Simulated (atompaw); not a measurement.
**Before and after: PAW (atompaw) potential for scandium**

scandium (Sc), PAW, made with atompaw 4.2.0.5 (PBEsol, scalar-relativistic). Core [Ar], reference 3d1 4s1.5 4p0.5. Waves: 4s (bound): rc 2.95 bohr; 4s channel at 1.15 Ry: rc 2.60 bohr; 4p (bound): rc 2.95 bohr; 4p channel at 1.6 Ry: rc 2.95 bohr; 3d (bound): rc 2.95 bohr; 3d channel at 0.05 Ry: rc 2.95 bohr. Local part: vpsmatchnc scheme with l = 3 at 0 Ry, radius 2.90 bohr. Core correction: smooth core density matched at 2.45 bohr. Augmentation charge: gaussian compensation charge, radius 2.80 bohr; PAW radius 2.95 bohr; waves and projectors: custom rrkj vanderbiltortho.

All-electron outer shells of the reference configuration (PBEsol, scalar-relativistic, ld1.x):

```json
{"shell": "3s", "level (eV)": "-55.53", "outermost node (bohr)": "0.42", "outermost maximum (bohr)": "0.92"}
{"shell": "3p", "level (eV)": "-34.20", "outermost node (bohr)": "0.39", "outermost maximum (bohr)": "0.97"}
{"shell": "4s", "level (eV)": "-4.55", "outermost node (bohr)": "1.33", "outermost maximum (bohr)": "3.10"}
{"shell": "3d", "level (eV)": "-3.82", "outermost node (bohr)": "–", "outermost maximum (bohr)": "1.10"}
{"shell": "4p", "level (eV)": "-1.76", "outermost node (bohr)": "1.49", "outermost maximum (bohr)": "3.98"}
```

Change: augmentation gaussian compensation charge, radius 2.80 bohr; PAW radius 2.95 bohr; waves and projectors: custom polynom2 7 10 vanderbiltortho.

Cutoffs: the cutoffs (Ry, on a coarse ladder) from which the occupation-weighted sum of valence levels, in a spherical-Bessel basis at the reference potential, stays within 10 and 1 mRy of its value at 400 Ry; they do not see the model core or the augmentation charge, which bear on the density cutoff.

What does the change do?

The potential gets harder (8 Ry and 15 Ry → 10 Ry and 21 Ry); the bound ghost in s disappears; the range in which the s phases agree narrows (upper end 3.5 → 0.1); the range in which the p phases agree widens (upper end 1.4 → 2.7).

```csv
quantity,base,changed
"cutoff, loose",8 Ry,10 Ry
"cutoff, tight",15 Ry,21 Ry
loose cutoff by channel (10 mRy a level),"s 6 Ry, p 6 Ry, d 8 Ry","s 6 Ry, p 6 Ry, d 10 Ry"
bound ghosts,s,none
s: phases at 2.96 bohr within 0.05 rad from the reference energy up to (Ry; the scan ends near 5),3.5,0.1
p: phases at 2.96 bohr within 0.05 rad from the reference energy up to (Ry; the scan ends near 5),1.4,2.7
d: phases at 2.96 bohr within 0.05 rad from the reference energy up to (Ry; the scan ends near 5),1.0,1.1
lowest overlap eigenvalue by channel,"s 0.71, p 0.60, d 0.58","s 0.77, p 1.00, d 0.97"
```

 A true bound ghost makes a file unfit for plane-wave use even where its test errors are small: the radial tests pick states by their node count and pass the ghost by. The cutoffs see the waves, projectors and local potential, not the compensation charge or the core.
